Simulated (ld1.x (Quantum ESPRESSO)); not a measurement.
gold: ultrasoft pseudisation with PBEsol, fully relativistic reference atom.

ld1.x (Quantum ESPRESSO) 7.5 input, shortened:

```
&input
   title='Au', zed=79., rel=2, dft='PBESOL', iswitch=3,
   config='[Xe] 4f14 5d10 6s0.5 6p0', rel_dist='average'
 /
 &inputp
   pseudotype=3, tm=.true., lloc=-1, rcloc=2.30,
   nlcc=.true., new_core_ps=.true., rcore=1.60,
   which_augfun='PSQ', rmatch_augfun_nc=.true.
 /
6
5S  1  0   2.00   0.00  1.60  1.85  0.0
6S  2  0   0.50   0.00  1.60  1.85  0.0
5P  2  1   6.00   0.00  1.75  2.05  0.0
6P  3  1   0.00   0.00  1.75  2.05  0.0
5D  3  2  10.00   0.00  2.10  2.75  0.0
5D  3  2   0.00   3.35  2.10  2.75  0.0
 &test
   configts(1)='5s2 5p6 5d10 6s0.5 6p0'
 /
```

Open shells are filled in proportion to 2j + 1 (rel_dist='average').

All-electron outer shells of the reference configuration (PBEsol, scalar-relativistic, ld1.x):

```json
{"shell": "4d", "level (eV)": "-329.82", "outermost node (bohr)": "0.20", "outermost maximum (bohr)": "0.41"}
{"shell": "5s", "level (eV)": "-112.54", "outermost node (bohr)": "0.48", "outermost maximum (bohr)": "0.84"}
{"shell": "4f", "level (eV)": "-85.27", "outermost node (bohr)": "–", "outermost maximum (bohr)": "0.37"}
{"shell": "5p", "level (eV)": "-63.93", "outermost node (bohr)": "0.52", "outermost maximum (bohr)": "0.96"}
{"shell": "5d", "level (eV)": "-10.99", "outermost node (bohr)": "0.56", "outermost maximum (bohr)": "1.21"}
{"shell": "6s", "level (eV)": "-9.41", "outermost node (bohr)": "1.11", "outermost maximum (bohr)": "2.27"}
{"shell": "6p", "level (eV)": "-3.49", "outermost node (bohr)": "1.32", "outermost maximum (bohr)": "3.22"}
```

(1) Estimate the cutoffs (Ry, on a coarse ladder) from which the occupation-weighted sum of valence levels, in a spherical-Bessel basis at the reference potential, stays within 10 and 1 mRy of its value at 400 Ry.

(2) What does a ghost test show?

(3) Is the overlap operator S = 1 + Σ q|β⟩⟨β| positive definite (Bessel basis up to 400 Ry)?

(4) Which valence shell sets the plane-wave cutoff?

## Answers

(1) 30 Ry and 40 Ry.

(2) No extra level below or beside the all-electron valence levels (s, p1/2, p3/2, d3/2, d5/2, f tested).

(3) Yes: its lowest eigenvalue is 0.09 (p3/2 channel).

(4) 6s: its level needs 35 Ry to come within 1 mRy, against 25 Ry for 5s.

Test run stopped at test 1 of 7 (negative rho).
